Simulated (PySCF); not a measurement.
3-butene-1,1,1-tricarbonitrile, C7H5N3.
Structure used (GFN2-xTB), in Å, numbered top down from 1:
```xyz
15
C7H5N3 angstrom
C      2.3138    0.6393   -0.0403
C      1.2848    0.3100   -0.7969
C      0.3172   -0.7808   -0.4509
C     -1.0906   -0.1845   -0.1509
C     -1.0069    0.7603    0.9549
N     -0.9243    1.4923    1.8250
C     -2.0163   -1.2482    0.2140
N     -2.7195   -2.1006    0.4958
C     -1.6143    0.5038   -1.3227
N     -2.0148    1.0288   -2.2523
H      2.9882    1.4301   -0.3173
H      2.5290    0.1283    0.8841
H      1.0781    0.8397   -1.7179
H      0.2159   -1.4821   -1.2845
H      0.6555   -1.3283    0.4322
```

Method used: PBE0/def2-SVPD in PySCF (dipole) on a GFN2-xTB geometry, gas phase.

Take the most abundant isotopes and a rigid rotor. The values belong to one conformer with, in the numbering `[CH2:1]=[CH:2][CH2:3][C:4]([C:5]#[N:6])([C:7]#[N:8])[C:9]#[N:10]`, C1–C2–C3–C4 113°, C2–C3–C4–C5 -59°.

Question: Give the principal moments of inertia and the rotational constants in cm⁻¹.

Answer: Ia = 294.68, Ib = 469.08, Ic = 512.14 u·Å²; 505379 MHz·u·Å²/I gives 1715, 1077 and 986.8 MHz, that is A = 0.05721, B = 0.03594, C = 0.03292 cm⁻¹.

Question: Classify the top.

Answer: An asymmetric top: κ = (2 × 1077 − 1715 − 986.8)/(1715 − 986.8) = -0.75.

Question: What does the inertial defect say?

Answer: Not planar: Δ = Ic − Ia − Ib = -251.62 u·Å². For a rigid frame Δ = −2 Σ m c², so Σ m c² = 125.81 u·Å² lies off the ab plane: 7.23 from hydrogen and 118.57 from heavier atoms. The atom farthest from that plane is 1.97 Å away.

Question: Which types of transition are allowed, and where do some lines up to J = 4 fall?

Answer: The dipole components are |μa| = 3.38 D, |μb| = 0.09 D, |μc| = 2.65 D. The squared components, which scale the intensities, stand as 1.00 : 0.00 : 0.61 (a : b : c). Some of the stronger lines:

```
type  branch         J(Ka,Kc)    MHz  lower level (cm⁻¹)
   c       Q  3(1,3) ← 3(0,3)    450               0.412
   a       Q  4(1,3) ← 4(1,4)    902               0.695
   c       Q  3(2,2) ← 3(1,2)   1783               0.445
   c       Q  2(2,1) ← 2(1,1)   1913               0.234
   c       R  1(1,0) ← 0(0,0)   2792               0.000
   a       R  2(1,2) ← 1(1,1)   4038               0.090
   a       R  2(0,2) ← 1(0,1)   4119               0.069
   c       Q  4(4,1) ← 4(3,1)   4762               0.894
   c       R  2(2,1) ← 1(1,1)   6222               0.090
   c       R  3(1,2) ← 2(0,2)   7150               0.206
   c       R  3(2,1) ← 2(1,1)   8150               0.234
   a       R  4(0,4) ← 3(0,3)   8172               0.412
   a       R  4(2,3) ← 3(2,2)   8250               0.504
   a       R  4(3,2) ← 3(3,1)   8273               0.618
   a       R  4(2,2) ← 3(2,1)   8335               0.506
   a       R  4(1,3) ← 3(1,2)   8418               0.445
   c       R  4(1,3) ← 3(0,3)   9411               0.412
   c       R  3(3,0) ← 2(2,0)   9604               0.298
   c       R  4(2,3) ← 3(1,3)  10576               0.427
   c       R  4(3,1) ← 3(2,1)  11653               0.506
   c       R  4(4,0) ← 3(3,0)  13038               0.618
```

No GFN2-xTB frequencies stand behind this structure, so it isn't proved a minimum. Zero-point vibration and centrifugal distortion are left out. Quadrupole hyperfine structure (14N) is left out.

On an Arm Neoverse V1 with one thread (shared host), this took 66 s of wall time (grids of density and orbitals included) and 1.0 GiB of memory at its peak. This is the PBE0/def2-SVPD job that gave the dipole, with the excitations it also computed.
